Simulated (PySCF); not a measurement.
**Frontier orbitals and the lowest excitations**

Species: C4H4O4Si.
SMILES with atom numbers: `[CH2:1]=[CH:2][SiH:3]1[O:4][C:5](=[O:6])[C:7](=[O:8])[O:9]1` (hydrogens: H10, H11 on C1; H12 on C2; H13 on Si3)

Geometry (GFN2-xTB, Å), atoms numbered from 1 in this order:
```
atom  x, y, z in Å
C1    -2.332    0.523   -0.114
C2    -1.681   -0.626    0.022
Si3    0.072   -0.786    0.662
O4     0.737    0.717    0.921
C5     1.774    0.985    0.125
O6     2.393    2.001    0.145
C7     2.029   -0.214   -0.811
O8     2.883   -0.286   -1.637
O9     1.138   -1.175   -0.557
H10   -3.345    0.565   -0.482
H11   -1.877    1.467    0.141
H12   -2.189   -1.547   -0.233
H13    0.394   -1.624    1.800
```

Method used: TDDFT PBE0/def2-SVPD, vertical, gas phase, core orbitals frozen in the response (PySCF).

Kohn–Sham orbitals with the atoms that hold most of them (Löwdin shares over 4%, at most four atoms; ? is withheld):

```csv
orbital,ε (eV),atoms
LUMO+2,-0.48,"Si3 37%, H13 14%, C2 12%, O4 9%"
LUMO+1,-1.70,"C1 35%, C2 28%, Si3 14%, H10 4%"
LUMO,?,?
HOMO,-8.39,?
HOMO-1,-9.21,"C2 35%, C1 32%, O6 6%, O8 6%"
HOMO-2,-9.43,"O8 32%, O6 32%, O4 7%, C2 7%"
HOMO-3,-9.66,"C2 17%, Si3 15%, O9 13%, H13 10%"
```

(1) Give the leading atoms of the LUMO.

(2) Give the leading atoms of the HOMO.

(3) What is the LUMO energy, and the HOMO–LUMO gap?

## Answers

(1) C5 (bonded to C and 2 O) 21%; C7 (bonded to C and 2 O) 21%; O8 (bonded to C) 19%; O6 (bonded to C) 19%. By element: carbon 41% or more, oxygen 37% or more.

(2) O8 (bonded to C) 32%; O6 (bonded to C) 31%; C7 (bonded to C and 2 O) 10%; C5 (bonded to C and 2 O) 10%. By element: oxygen 63% or more, carbon 20% or more.

(3) ε(LUMO) = -2.18 eV; the gap is 6.21 eV (0.2282 hartree).

Question: The HOMO–LUMO gap is 6.21 eV. Where does the response calculation put the lowest singlet, and from which orbitals?

Answer: S1 is at 4.24 eV (f = 0.0000), 1.97 eV below the gap, made of HOMO→LUMO (97%). 

Question: One configuration dominates each of S1, S2, S3 and S4. Which, and how do the shares of the two leading atoms of either orbital change from the occupied to the empty one?

Answer: 
- S1 (4.24 eV, f 0.0000), HOMO→LUMO (97%): O8 32% → 19%, O6 31% → 19%, C5 10% → 21%, C7 10% → 21%
- S2 (5.11 eV, f 0.0000), HOMO-2→LUMO (75%): O8 32% → 19%, O6 32% → 19%, C5 at most 7% → 21%, C7 at most 7% → 21%
- S3 (5.81 eV, f 0.0011), HOMO→LUMO+1 (97%): O8 32% → at most 5%, O6 31% → at most 5%, C1 at most 11% → 35%, C2 at most 11% → 28%
- S4 (6.18 eV, f 0.012), HOMO-1→LUMO (77%): C2 35% → at most 19%, C1 32% → at most 19%, C5 at most 6% → 21%, C7 at most 6% → 21%

Löwdin shares depend on the basis, the more so with diffuse functions.

One conformer stands for the species.
